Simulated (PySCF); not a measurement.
An unknown is described by computed data only.

Formula: CH3BCl2OSi.

* Triplet: lowest triplet excitation (Tamm–Dancoff): 2.61 eV [TDA B3LYP/def2-SVPD]
* Valence photoelectron: vertical ionisation energy: 9.46 eV [ΔSCF B3LYP/def2-SVPD]
* Polarisability: 86.1 au [B3LYP/def2-SVPD]
* UV, strongest line: among the 10 lowest singlet transitions: S7 at 6.32 eV (196 nm, f = 0.084) [TDDFT B3LYP/def2-SVPD]
* 13C NMR: chemical shifts (computed TMS as zero) by class: 241.9 (1 C) ppm [GIAO PBE0/pcSseg-1]
* NMR, other nuclei: isotropic shieldings of nuclei other than C and H, by class: 25 (1 B), -619 (1 O), 421 (1 Si), 539 (2 Cl) ppm [GIAO PBE0/pcSseg-1]
* Rotational structure: rotational constants A, B, C: 2.056, 1.215, 1.026 GHz [PBE0-D3(BJ)/def2-SVP]
* 1H NMR: chemical shifts (computed TMS as zero) by class: 12.00 (1 H), 4.37 (2 H) ppm [GIAO PBE0/pcSseg-1]
* UV, first state: lowest singlet excitation: 3.28 eV (378 nm, f = 0.000) [TDDFT B3LYP/def2-SVPD]

The electronic properties come from PySCF, for the isolated species, density fitting. Levels stand in brackets. Isolated species at its PBE0-D3(BJ)/def2-SVP geometry (one conformer only). NMR values are class means; diastereotopic atoms form classes of their own.

Question: Give a SMILES that accounts for the data.

Answer: Numbering: `[O:1]=[CH:2][SiH2:3][B:4]([Cl:5])[Cl:6]`. The one carbon: carbonyl carbon [C2] (241.9 ppm). Hydrogen classes from least to most shielded: 1 H on a carbonyl carbon, C2 (12.00 ppm), 2 H on an SiH2 silicon, Si3 (4.37 ppm). The other shieldings belong to: 25 ppm, three-coordinate boron [B4]; -619 ppm, carbonyl oxygen [O1]; 421 ppm, SiH2 silicon [Si3]; 539 ppm, chlorine bonded to B [Cl5/Cl6]. S1 is mainly HOMO→LUMO+1 (weight 0.99); the largest Löwdin shares of the orbital it empties are 0.50 on the carbonyl oxygen, 0.21 on the carbonyl carbon, 0.12 on the SiH2 silicon and 0.10 on the formyl hydrogen, of the orbital it fills 0.41 on the carbonyl carbon, 0.35 on the carbonyl oxygen, 0.11 on the SiH2 silicon and 0.06 on the formyl hydrogen. By its constants the optimised geometry is an asymmetric top. Structure: `O=C[SiH2]B(Cl)Cl`. The assignments are read from this structure; whether some other isomer fits the data as well wasn't checked.

The values belong to the conformer `[O:1]=[CH:2][SiH2:3][B:4]([Cl:5])[Cl:6]`: O1–C2–Si3–B4 0°, C2–Si3–B4–Cl5 87°.
